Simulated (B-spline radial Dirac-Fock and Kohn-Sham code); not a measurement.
# Compton profile of Ti¹⁵⁺

System: the Ti¹⁵⁺ ion, configuration [He] 2s2 2p3.

Input of the calculation (task.json; shells as n, l, electrons):

```json
{"items": [{
  "Z": 22,
  "q": 15,
  "cfg": [[1, 0, 2], [2, 0, 2], [2, 1, 3]],
  "A": 48,
  "rrms": 3.5921,
  "do": ["scatter"],
  "s": [0.0, 0.07, 0.09, 0.1, 0.13, 0.15, 0.19, 0.23, 0.28, 0.34, 0.41, 0.5, 0.61, 0.74, 0.9, 1.09, 1.33, 1.62, 1.97, 2.39, 2.91, 3.54, 4.31],
  "pz": [0, 0.1, 0.2, 0.3, 0.4, 0.5, 0.6, 0.8, 1.0, 1.2, 1.4, 1.6, 1.8, 2.0, 2.5, 3.0, 4.0, 5.0, 7.0, 10.0, 15.0, 20.0, 30.0, 40.0, 60.0, 100.0],
  "hv_scatter": [10000, 17479.3, 20000, 30000, 50000, 100000, 200000, 1000000]
}]}
```

Run with: `python xray_run.py task.json out`

Method: the impulse approximation on relativistic Hartree-Fock (Dirac-Fock) wave functions, averaged over the configuration. Computed with a B-spline atomic structure program. pz is in atomic units of momentum; subshell profiles are per electron, for a selection of subshells; open shells are spread over both j values by their weights.

```
 pz    J total   J 1s1/2   J 2s1/2   J 2p1/2   J 2p3/2
  0     0.5788    0.0392     0.142    0.0720    0.0725
0.3     0.5768    0.0392     0.141    0.0720    0.0725
0.4     0.5751    0.0392     0.140    0.0720    0.0725
0.5     0.5731    0.0392     0.139    0.0720    0.0725
0.6     0.5706    0.0391     0.138    0.0720    0.0725
0.8     0.5643    0.0391     0.135    0.0720    0.0725
  1     0.5564    0.0390     0.131    0.0719    0.0724
1.2     0.5469    0.0389     0.126    0.0718    0.0723
1.4     0.5360    0.0387     0.121    0.0717    0.0722
1.6     0.5238    0.0386     0.116    0.0714    0.0719
1.8     0.5105    0.0384     0.110    0.0711    0.0716
  2     0.4962    0.0382     0.103    0.0707    0.0712
2.5     0.4573    0.0377    0.0869    0.0691    0.0695
  3     0.4158    0.0370    0.0705    0.0667    0.0670
  4     0.3333    0.0354    0.0422    0.0593    0.0595
  5     0.2608    0.0335    0.0227    0.0495    0.0495
  7     0.1590    0.0289   0.00614    0.0297    0.0295
 10    0.08354    0.0218   0.00335    0.0112    0.0110
 15    0.03505    0.0120   0.00253   0.00203   0.00196
 20    0.01607   0.00618   0.00123  0.000429  0.000406
 30   0.003875   0.00163  0.000259  3.40e-05  3.09e-05
 40   0.001129  0.000491  6.70e-05  4.81e-06  4.18e-06
 60  0.0001574  7.01e-05  8.24e-06    < 1e-6    < 1e-6
100  1.085e-05  4.89e-06    < 1e-6    < 1e-6    < 1e-6
```

J(0) = 0.5788. The 2s1/2 subshell gives the largest part, 49 %.

Mean momentum ⟨p⟩ by subshell (a.u.): 1s1/2 18.6, 2s1/2 6.45, 2p1/2 8.66, 2p3/2 8.59.
